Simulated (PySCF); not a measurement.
PySCF 2.14 output of a UHF calculation on a single atom or ion in jorge-DZP-DKH (8s6p2d1f, 43 functions), with the spin-free X2C one-electron Hamiltonian (Gaussian nucleus):

```
SCF conv_tol = 1e-09
number electrons alpha = 18  beta = 16
cycle= 1 E= -2786.66914515694  delta_E= -0.00115  |g|= 0.0115  |ddm|= 0.0353
cycle= 2 E= -2786.66918269127  delta_E= -3.75e-05  |g|= 0.00233  |ddm|= 0.00689
cycle= 3 E= -2786.66918468781  delta_E= -2e-06  |g|= 0.000242  |ddm|= 0.00222
cycle= 4 E= -2786.66918472971  delta_E= -4.19e-08  |g|= 9.29e-05  |ddm|= 0.000452
cycle= 5 E= -2786.66918473196  delta_E= -2.25e-09  |g|= 1.23e-05  |ddm|= 0.000109
cycle= 6 E= -2786.66918473208  delta_E= -1.15e-10  |g|= 1.92e-06  |ddm|= 3.9e-05
converged SCF energy = -2786.66918473208  <S^2> = 2.000949  2S+1 = 3.0006326
```

The run itself started from symmetry-adapted Hartree-Fock orbitals and held the occupation by maximum overlap, so the iterations belong to that start.

Problem. Which element, charge and spin multiplicity is this?

Solution. Kr²⁺ (krypton, charge +2), multiplicity 3; the state was [Ar] 3d10 4s2 4p4, high-spin 3P determinant.
